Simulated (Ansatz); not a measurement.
Consider the isomerisation: `OC1C[SiH2][SiH2]1` → `O[Si]1([SiH3])CC1`.

Isolated molecules relaxed with PBE0-D4/def2-TZVP in Ansatz; ΔE leaves out vibrations. CCSD(T)/CBS adds triple-zeta CCSD(T) − MP2 to the extrapolated MP2 energy (def2 sets, frozen cores). DFT in def2-TZVPP. B3LYP here is the variant with VWN-RPA as its local correlation; programs differ in this. Each species was taken in one conformer, which may not be the lowest.

Is it downhill or uphill in electronic energy at CCSD(T)/CBS, and by how much? (Estimate.)

Ansatz gave: Downhill: ΔE = -116.3 kJ/mol.

What do these levels give: PBE-D4, r2SCAN-D4, PBE0-D4, ωB97X-V, PBE0, B3LYP, HF/def2-TZVPP, MP2/def2-TZVPP, CCSD/def2-TZVPP, CCSD(T)/def2-TZVPP, MP2/def2-QZVPP, MP2/CBS(def2)? (An estimate is asked.)

Ansatz gave: PBE-D4 -106.4, r2SCAN-D4 -119.9, PBE0-D4 -108.9, ωB97X-V -112.2, PBE0 -110.8, B3LYP -122.1, HF/def2-TZVPP -126.4, MP2/def2-TZVPP -123.1, CCSD/def2-TZVPP -117.8, CCSD(T)/def2-TZVPP -115.7, MP2/def2-QZVPP -123.9, MP2/CBS(def2) -123.8 kJ/mol.

Largest T1 diagnostic among the species: 0.012.

The D4 term adds +4.1 kJ/mol with B3LYP and +1.9 kJ/mol with PBE0; it sums over pairs of atoms, weighted by their polarisabilities, and B3LYP, whose exchange is more repulsive, gets the larger term. In def2-TZVPP, CCSD(T) changes the Hartree–Fock value by +10.7 kJ/mol (the triples alone add +2.2 kJ/mol) and MP2 by +3.3 kJ/mol.
